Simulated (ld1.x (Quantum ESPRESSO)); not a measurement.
**Pseudopotential generation for Co (Z = 27): PAW, LDA (PZ), scalar-relativistic.**

Input for ld1.x (Quantum ESPRESSO) 7.5:

```
&input
   title='Co', zed=27., rel=1, dft='PZ', iswitch=3,
   config='[Ar] 3d7.5 4s1.5 4p0',
   nld=3, rlderiv=4.20, eminld=-2.0, emaxld=5.0, deld=0.02
 /
 &inputp
   pseudotype=3, lpaw=.true., tm=.true., lloc=-1, rcloc=1.60,
   nlcc=.true., new_core_ps=.true., rcore=1.30,
   which_augfun='PSQ', rmatch_augfun=1.25,
   file_pseudopw='Co.UPF', file_wfcaegen='ae.wfc', file_wfcncgen='nc.wfc', file_beta='beta', file_chi='chi', file_wfcusgen='us.wfc'
 /
6
4S  1  0   1.50   0.00  1.85  2.10  0.0
4S  1  0   0.00   2.40  1.85  2.10  0.0
4P  2  1   0.00   0.00  3.60  3.85  0.0
4P  2  1   0.00   0.95  3.60  3.85  0.0
3D  3  2   7.50   0.00  1.60  1.85  0.0
3D  3  2   0.00   0.40  1.60  1.85  0.0
 &test
   configts(1)='3d7.5 4s1.5 4p0'
 /
```

Command:

```bash
ld1.x < Co.in > Co.out
```

Resulting log (shortened: banner, matrices, multipoles, cross overlaps and the repeated all-electron block are left out):

```
Program LD1 v.7.5
     --------------------------- All-electron run ----------------------------

     Co
     scalar relativistic calculation

     atomic number is 27.00
     dft =PZ   lsd =0 sic =0 latt =0  beta=0.20 tr2=1.0E-14
     Exchange-correlation= PZ
                           (   1   1   0   0   0   0   0)
     mesh =1193 r(mesh) =  99.89935 a.u. xmin = -7.00 dx = 0.01250
     1 Ry =  13.60569312 eV, c = 137.03599908

     n l     nl                  e(Ry)          e(Ha)          e(eV)
     1 0     1S 1( 2.00)      -556.6912      -278.3456     -7574.1700
     2 0     2S 1( 2.00)       -65.7221       -32.8611      -894.1951
     2 1     2P 1( 6.00)       -56.3432       -28.1716      -766.5885
     3 0     3S 1( 2.00)        -7.2977        -3.6489       -99.2906
     3 1     3P 1( 6.00)        -4.6307        -2.3154       -63.0039
     3 2     3D 1( 7.50)        -0.4634        -0.2317        -6.3044
     4 0     4S 1( 1.50)        -0.3760        -0.1880        -5.1151
     4 1     4P 1( 0.00)        -0.0833        -0.0417        -1.1334

     final scf error:  4.2E-16 reached in  25 iterations

     Etot =   -2781.619350 Ry,   -1390.809675 Ha,  -37845.859262 eV

     Ekin =    2816.256831 Ry,    1408.128416 Ha,   38317.126202 eV
     Encl =   -6673.102642 Ry,   -3336.551321 Ha,  -90792.186726 eV
     Eh   =    1189.246114 Ry,     594.623057 Ha,   16180.517674 eV
     Exc  =    -114.019653 Ry,     -57.009827 Ha,   -1551.316412 eV

     normalization and overlap integrals

     s(1S/1S) =  1.000000  <r> =   0.0563  <r2> =    0.0043  r(max) =   0.0370
     s(2S/2S) =  1.000000  <r> =   0.2560  <r2> =    0.0774  r(max) =   0.2131
     s(2P/2P) =  1.000000  <r> =   0.2252  <r2> =    0.0623  r(max) =   0.1723
     s(3S/3S) =  1.000000  <r> =   0.7770  <r2> =    0.6983  r(max) =   0.6731
     s(3P/3P) =  1.000000  <r> =   0.8205  <r2> =    0.7967  r(max) =   0.6816
     s(3D/3D) =  1.000000  <r> =   1.1236  <r2> =    1.7550  r(max) =   0.6731
     s(4S/4S) =  1.000000  <r> =   2.9679  <r2> =   10.3115  r(max) =   2.3494
     s(4P/4P) =  1.000000  <r> =   4.5566  <r2> =   25.2208  r(max) =   3.4184

     ------------------------ End of All-electron run ------------------------

     --------------------- Generating PAW atomic setup --------------------

      Generating local potential from pseudized AE potential:
      Matching radius rcloc =   1.6000

      Local pseudo, rcloc= 1.615 Estimated cut-off energy=     9.50 Ry

      Computing core charge for nlcc:

       r > 1.31 : true rho core
      Core charge pseudized with two Bessel functions
      Integrated core pseudo-charge :   7.72
      Wfc-us  4S rcutus= 2.126  Estimated cut-off energy=     9.52 Ry
      Wfc-us  4S rcutus= 2.126  Estimated cut-off energy=    14.88 Ry
      Wfc-us  4P rcutus= 3.874  Estimated cut-off energy=     5.07 Ry
      Wfc-us  4P rcutus= 3.874  Estimated cut-off energy=     9.99 Ry
      Wfc-us  3D rcutus= 1.830  Estimated cut-off energy=    34.93 Ry
      Wfc-us  3D rcutus= 1.830  Estimated cut-off energy=    58.95 Ry

     Required augmentation: PSQ   radius:    1.250000

     Q pseudized with Bessel functions
     Expected ecutrho=     317.3298 due to l1=  2   l2=  2

     Estimated PAW energy = -156.846566 Ryd

     ------------------- End of pseudopotential generation -------------------

     Computing logarithmic derivative in   4.20146
     Computing logarithmic derivative in   4.20146
     Computing the partial wave expansion
     R is outside the sphere for l=    0 j= 0.00
     R is outside the sphere for l=    0 j= 0.00
     R is outside the sphere for l=    1 j= 0.00
     R is outside the sphere for l=    1 j= 0.00
     R is outside the sphere for l=    2 j= 0.00
     R is outside the sphere for l=    2 j= 0.00

     ---------------------- Testing the pseudopotential ----------------------

     Co
     scalar relativistic calculation

     atomic number is 27.00   valence charge is  9.00
     dft = SLA  PZ   NOGX NOGC   lsd =0 sic =0 latt =0  beta=0.20 tr2=1.0E-14
     mesh =1193 r(mesh) =  99.89935 xmin = -7.00 dx = 0.01250

     n l     nl             e AE (Ry)        e PS (Ry)    De AE-PS (Ry)
     3 2     3D   1( 7.50)       -0.46336       -0.46337        0.00001
     1 0     4S   1( 1.50)       -0.37595       -0.37596        0.00000
     2 1     4P   1( 0.00)       -0.08331       -0.08331        0.00000

     eps = 7.5E-16  iter =  6

     Etot =   -2781.619350 Ry,   -1390.809675 Ha,  -37845.859262 eV
     Etotps =  -156.846574 Ry,     -78.423287 Ha,   -2134.006350 eV

     Ekin =     118.564216 Ry,      59.282108 Ha,    1613.148345 eV
     Encl =    -218.627716 Ry,    -109.313858 Ha,   -2974.581613 eV
     Ehrt =      57.236568 Ry,      28.618284 Ha,     778.743185 eV
     Ecxc =    -114.019643 Ry,     -57.009821 Ha,   -1551.316267 eV
     (Ecc =     -12.834874 Ry,      -6.417437 Ha,    -174.627353 eV)

     ---------------------- End of pseudopotential test ----------------------
```

Generation and configuration tests took about 2.3 s on one core of a shared server CPU.

Transferability test of the new file with ld1.x, input:

```
&input
   title='Co', zed=27., rel=1, dft='PZ', iswitch=2,
   config='[Ar] 3d7.5 4s1.5 4p0'
 /
 &test
   file_pseudo='Co.UPF', nconf=10,
   configts(1)='3d7.5 4s1.5 4p0',
   configts(2)='3d7 4s2 4p0',
   configts(3)='3d7 4s1 4p0',
   configts(4)='3d7 4s0 4p0',
   configts(5)='3d7 4s1 4p1',
   configts(6)='3d7 4s1.5 4p0',
   configts(7)='3d8 4s1 4p0',
   configts(8)='3d6 4s2 4p1',
   configts(9)='3d7.5 4s1.5 4p0', lsdts(9)=1,
   configts(10)='3d7 4s2 4p0', lsdts(10)=1
 /
```

```bash
ld1.x < Co.test.in > Co.test.out
```

Pseudopotential blocks of its output, shortened (energy terms left out; the distinct warnings before each block abridged to one line each):

```
     ---------------------- Testing the pseudopotential ----------------------

     n l     nl             e AE (Ry)        e PS (Ry)    De AE-PS (Ry)
     3 2     3D   1( 7.50)       -0.46336       -0.46337        0.00001
     1 0     4S   1( 1.50)       -0.37595       -0.37596        0.00000
     2 1     4P   1( 0.00)       -0.08331       -0.08331        0.00000

     eps = 7.2E-16  iter =  6

     Etot =   -2781.619350 Ry,   -1390.809675 Ha,  -37845.859262 eV
     Etotps =  -156.846574 Ry,     -78.423287 Ha,   -2134.006350 eV

     ---------------------- End of pseudopotential test ----------------------

          ---------------------- Testing the pseudopotential ----------------------

     n l     nl             e AE (Ry)        e PS (Ry)    De AE-PS (Ry)
     3 2     3D   1( 7.00)       -0.62172       -0.62863        0.00691  !
     1 0     4S   1( 2.00)       -0.41749       -0.41687       -0.00062
     2 1     4P   1( 0.00)       -0.10222       -0.10197       -0.00025

     eps = 1.1E-16  iter = 13

     Etot =   -2781.547307 Ry,   -1390.773653 Ha,  -37844.879062 eV
     Etotps =  -156.772859 Ry,     -78.386430 Ha,   -2133.003416 eV
     dEtot_ae =       0.072043 Ry
     dEtot_ps =       0.073714 Ry,   Delta E=      -0.001671 Ry

     ---------------------- End of pseudopotential test ----------------------

          ---------------------- Testing the pseudopotential ----------------------

     n l     nl             e AE (Ry)        e PS (Ry)    De AE-PS (Ry)
     3 2     3D   1( 7.00)       -1.27044       -1.27723        0.00678  !
     1 0     4S   1( 1.00)       -0.96136       -0.96115       -0.00021
     2 1     4P   1( 0.00)       -0.56452       -0.56450       -0.00002

     eps = 3.0E-15  iter = 13

     Etot =   -2780.864088 Ry,   -1390.432044 Ha,  -37835.583398 eV
     Etotps =  -156.090038 Ry,     -78.045019 Ha,   -2123.713157 eV
     dEtot_ae =       0.755262 Ry
     dEtot_ps =       0.756536 Ry,   Delta E=      -0.001274 Ry

     ---------------------- End of pseudopotential test ----------------------

          ---------------------- Testing the pseudopotential ----------------------

     n l     nl             e AE (Ry)        e PS (Ry)    De AE-PS (Ry)
     3 2     3D   1( 7.00)       -2.01329       -2.02118        0.00789  !
     1 0     4S   1( 0.00)       -1.55191       -1.55287        0.00096
     2 1     4P   1( 0.00)       -1.08071       -1.08186        0.00115

     eps = 6.1E-16  iter = 11

     Etot =   -2779.608381 Ry,   -1389.804191 Ha,  -37818.498637 eV
     Etotps =  -154.833933 Ry,     -77.416967 Ha,   -2106.622981 eV
     dEtot_ae =       2.010969 Ry
     dEtot_ps =       2.012640 Ry,   Delta E=      -0.001672 Ry

     ---------------------- End of pseudopotential test ----------------------

          ---------------------- Testing the pseudopotential ----------------------

     n l     nl             e AE (Ry)        e PS (Ry)    De AE-PS (Ry)
     3 2     3D   1( 7.00)       -0.75319       -0.75962        0.00643  !
     1 0     4S   1( 1.00)       -0.50259       -0.50213       -0.00046
     2 1     4P   1( 1.00)       -0.16612       -0.16596       -0.00016

     eps = 1.4E-15  iter = 15

     Etot =   -2781.221798 Ry,   -1390.610899 Ha,  -37840.450296 eV
     Etotps =  -156.447650 Ry,     -78.223825 Ha,   -2128.578721 eV
     dEtot_ae =       0.397552 Ry
     dEtot_ps =       0.398923 Ry,   Delta E=      -0.001372 Ry

     ---------------------- End of pseudopotential test ----------------------

          ---------------------- Testing the pseudopotential ----------------------

     n l     nl             e AE (Ry)        e PS (Ry)    De AE-PS (Ry)
     3 2     3D   1( 7.00)       -0.93217       -0.93891        0.00674  !
     1 0     4S   1( 1.50)       -0.68022       -0.67973       -0.00049
     2 1     4P   1( 0.00)       -0.32156       -0.32133       -0.00023

     eps = 3.4E-17  iter = 12

     Etot =   -2781.273791 Ry,   -1390.636895 Ha,  -37841.157688 eV
     Etotps =  -156.499598 Ry,     -78.249799 Ha,   -2129.285507 eV
     dEtot_ae =       0.345559 Ry
     dEtot_ps =       0.346975 Ry,   Delta E=      -0.001416 Ry

     ---------------------- End of pseudopotential test ----------------------

          ---------------------- Testing the pseudopotential ----------------------

     n l     nl             e AE (Ry)        e PS (Ry)    De AE-PS (Ry)
     3 2     3D   1( 8.00)       -0.33070       -0.32831       -0.00239
     1 0     4S   1( 1.00)       -0.33867       -0.33989        0.00122
     2 1     4P   1( 0.00)       -0.06649       -0.06707        0.00058

     eps = 1.8E-15  iter = 13

     Etot =   -2781.638337 Ry,   -1390.819168 Ha,  -37846.117589 eV
     Etotps =  -156.864499 Ry,     -78.432249 Ha,   -2134.250234 eV
     dEtot_ae =      -0.018987 Ry
     dEtot_ps =      -0.017925 Ry,   Delta E=      -0.001062 Ry

     ---------------------- End of pseudopotential test ----------------------

          Warning: n=3, l=2 expected 0 nodes, found 1
     ---------------------- Testing the pseudopotential ----------------------

     n l     nl             e AE (Ry)        e PS (Ry)    De AE-PS (Ry)
     3 2     3D   1( 6.00)       -1.13265       -1.16739        0.03474  !
     1 0     4S   1( 2.00)       -0.58557       -0.58449       -0.00108
     2 1     4P   1( 1.00)       -0.20249       -0.20341        0.00091

     eps = 9.6E-15  iter = 13

     Etot =   -2780.829068 Ry,   -1390.414534 Ha,  -37835.106923 eV
     Etotps =  -156.035005 Ry,     -78.017502 Ha,   -2122.964394 eV
     dEtot_ae =       0.790282 Ry
     dEtot_ps =       0.811569 Ry,   Delta E=      -0.021286 Ry

     ---------------------- End of pseudopotential test ----------------------

          ---------------------- Testing the pseudopotential ----------------------

     n l     nl             e AE (Ry)        e PS (Ry)    De AE-PS (Ry)
     3 2     3D   1( 5.00)       -0.52994       -0.52925       -0.00069
     1 0     4S   1( 1.00)       -0.39958       -0.39977        0.00020
     2 1     4P   1( 0.00)       -0.09497       -0.09504        0.00008
     3 2     3D   2( 2.50)       -0.36965       -0.36964       -0.00001
     1 0     4S   2( 0.50)       -0.34410       -0.34403       -0.00008
     2 1     4P   2( 0.00)       -0.06835       -0.06835        0.00001

     eps = 8.3E-15  iter = 29

     Etot =   -2781.726435 Ry,   -1390.863218 Ha,  -37847.316230 eV
     Etotps =  -156.953271 Ry,     -78.476635 Ha,   -2135.458037 eV
     dEtot_ae =      -0.107085 Ry
     dEtot_ps =      -0.106697 Ry,   Delta E=      -0.000388 Ry

     ---------------------- End of pseudopotential test ----------------------

          ---------------------- Testing the pseudopotential ----------------------

     n l     nl             e AE (Ry)        e PS (Ry)    De AE-PS (Ry)
     3 2     3D   1( 5.00)       -0.70255       -0.70838        0.00583  !
     1 0     4S   1( 1.00)       -0.43478       -0.43434       -0.00044
     2 1     4P   1( 0.00)       -0.10884       -0.10875       -0.00009
     3 2     3D   2( 2.00)       -0.50839       -0.51455        0.00616  !
     1 0     4S   2( 1.00)       -0.39725       -0.39665       -0.00060
     2 1     4P   2( 0.00)       -0.09576       -0.09547       -0.00028

     eps = 9.6E-15  iter = 12

     Etot =   -2781.693060 Ry,   -1390.846530 Ha,  -37846.862142 eV
     Etotps =  -156.918379 Ry,     -78.459189 Ha,   -2134.983309 eV
     dEtot_ae =      -0.073710 Ry
     dEtot_ps =      -0.071805 Ry,   Delta E=      -0.001905 Ry

     ---------------------- End of pseudopotential test ----------------------
```
